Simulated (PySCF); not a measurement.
Ga: excitation energy

Ga [Ar] 3d10 4s2 4p1 (2P) → Ga [Ar] 3d10 4s1 4p1 4d1 (high-spin determinant), as a difference of total energies. All numbers are calculated (PySCF 2.14, scalar relativity by spin-free X2C-1e, in aug-cc-pVQZ-DK). Correlated levels: valence: [Ar] 3d10 frozen. The calculations carry no spin-orbit coupling.

| method | excitation energy (eV) |
| --- | --- |
| UHF | 8.654 |
| LDA | 10.488 |
| PBE | 10.101 |
| PBE0 | 9.912 |
| r2SCAN | 10.024 |
| BHandHLYP | 10.097 |
| wB97X-V | 10.348 |
| r2SCANh | 9.982 |
| TPSSh | 9.909 |
| MP2 (valence) | 9.473 |
| SCS-MP2 (valence) | 9.716 |

Question: How much does correlation contribute at MP2 (valence)?

Answer: 9.473 − (8.654) = 0.819 eV, measured against UHF.

A first-order spin-orbit estimate (lowest level to lowest level, LS coupling) adds -0.005 eV.

The upper state lies above the first ionisation limit, but in LS coupling its spin forbids autoionisation to the ground ion.

The promoted electron is Rydberg-like, and one or two diffuse shells describe it only roughly, which tends to raise the upper state.

The determinant of the upper state mixes LS terms, which raises its energy above the lowest term, most at the Hartree-Fock and MP2 levels.
